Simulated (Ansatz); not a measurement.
def2 core potentials replace the inner electrons of Sb.

Species: H$_{2}$O$_{2}$Sb, SMILES `[OH][Sb][OH]` (H–O–Sb–O torsion -84°, O–Sb–O–H torsion -16°) (charge 0, multiplicity 2), formula H$_{2}$O$_{2}$Sb.

Problem. How many basis functions does frozen-core CCSD(T)/def2-TZVPP // B3LYP-D3(BJ)/def2-SVP (Ansatz, a program for electronic structure) use, how many core orbitals are frozen, and how many electrons are correlated?

Solution. 140 basis functions and 6 frozen orbitals, which leaves 29 correlated electrons (filled d shells below the valence shell are correlated). Core time is of the order of minutes.
